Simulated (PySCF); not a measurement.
## Electronic structure of Zn²⁺ (zinc, charge +2) at the UHF level

Configuration: [Ar] 3d9 4p1, one real determinant (an excited configuration). Computed with PySCF 2.14 in aug-cc-pVTZ-PP with one added diffuse shell each of s, p, d, f, g type with ECP10MDF (7s7p6d4f3g, 113 functions), with scalar relativity through the core potential.

| Item | Value |
| --- | --- |
| Total energy | -224.495359 hartree |
| One-electron energy | -386.7440 hartree |
| Hartree (Coulomb) energy | 181.4213 hartree |
| Exchange energy | -19.1727 hartree |
| ⟨S²⟩ | 2.0010 |
| ⟨L²⟩ | 8.014 |
| Sum of ⟨r⟩ | 15.60 bohr |
| Sum of ⟨r²⟩ | 19.93 bohr² |
| Traceless quadrupole moment −½Σ⟨3z² − r²⟩ along its main axis | -2.92 e·bohr² |
| Time after the integrals | 2.5 s of wall time on 1 thread of Neoverse-V2 (shared host) |

```json
{"shell": "3s α", "electrons": "1", "mean orbital energy (hartree)": "-7.06279", "spread (hartree)": "0", "rms radius, mean of both spins (bohr)": "0.729"}
{"shell": "3s β", "electrons": "1", "mean orbital energy (hartree)": "-6.92901", "spread (hartree)": "0", "rms radius, mean of both spins (bohr)": "0.729"}
{"shell": "3p α", "electrons": "3", "mean orbital energy (hartree)": "-5.13546", "spread (hartree)": "0.10378", "rms radius, mean of both spins (bohr)": "0.767"}
{"shell": "3p β", "electrons": "3", "mean orbital energy (hartree)": "-4.97723", "spread (hartree)": "0.09819", "rms radius, mean of both spins (bohr)": "0.767"}
{"shell": "3d α", "electrons": "5", "mean orbital energy (hartree)": "-1.93218", "spread (hartree)": "0.10742", "rms radius, mean of both spins (bohr)": "0.916"}
{"shell": "3d β", "electrons": "4", "mean orbital energy (hartree)": "-1.86404", "spread (hartree)": "0.05552", "rms radius, mean of both spins (bohr)": "0.916"}
{"shell": "4p α", "electrons": "1", "mean orbital energy (hartree)": "-0.79983", "spread (hartree)": "0", "rms radius, mean of both spins (bohr)": "2.79"}
```

⟨L²⟩ = 8.01 against 12 for a pure F term, so this real determinant mixes terms. Energies and moments cover only the electrons outside the core potential.
